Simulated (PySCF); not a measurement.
# Zinc: a sound run and one with changed settings

Sound run: Zn⁺ [Ar] 3d10 4s1, Zn²⁺ [Ar] 3d10. Calculation: PySCF 2.14, in cc-pVDZ-DK (6s5p3d1f, 43 functions); the spin-free X2C one-electron Hamiltonian (Gaussian nucleus). The sound run starts from symmetry-adapted Hartree-Fock orbitals and uses a fine grid where one is needed.

Changed run: radial step 0.5 in ln r (0.13 in the sound run). This setting is unsound on purpose.

```
species  method  sound run (hartree)  changed run (hartree)  converged
    Zn⁺     UHF          -1793.98033            -1793.98033        yes
    Zn⁺    BP86          -1795.85925            -1795.87487        yes
    Zn⁺   M06-L          -1795.49803            -1795.42474        yes
   Zn²⁺     UHF          -1793.36092            -1793.36092        yes
   Zn²⁺    BP86          -1795.16695            -1795.18221        yes
   Zn²⁺   M06-L          -1794.83866            -1794.77735        yes
```

Ionisation energy of Zn⁺:

| method | sound run (eV) | changed run (eV) |
| --- | --- | --- |
| UHF | 16.855 | 16.855 |
| BP86 | 18.838 | 18.848 |
| M06-L | 17.942 | 17.616 |

A coarse radial grid mis-integrates the density and the exchange-correlation energy, with errors of either sign; Hartree-Fock needs no grid.

For comparison, NIST gives 17.964 eV between the lowest levels.
